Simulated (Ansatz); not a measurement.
A structure relaxed at r2SCAN-D4/def2-SVPD in Ansatz, charge -1, singlet:

```xyz
7

Na    0.229   -2.569   -0.898
Sn    0.723   -0.453    1.322
Sn    1.162    2.323    0.077
Sn   -0.712    0.355   -1.359
Sn   -1.522    1.645    1.311
Sn    2.252   -0.098   -1.232
Sn   -2.131   -1.202    0.779
```

(1) Give its formula and point group.

(2) Summarise the bond lengths by kind (pairs closer than 1.2 times the sum of covalent radii, bridged metal pairs left out).

Answers

(1) the cluster NaSn₆⁻. Point group C2v (tolerance 0.1 Å).

(2) 12 × Sn–Sn 2.96 to 3.15 Å; 4 × Na–Sn 3.11 to 3.21 Å.

In the def2 sets Sn takes a core potential; there is no spin–orbit coupling. The structure comes from a short search, and lower isomers may exist.
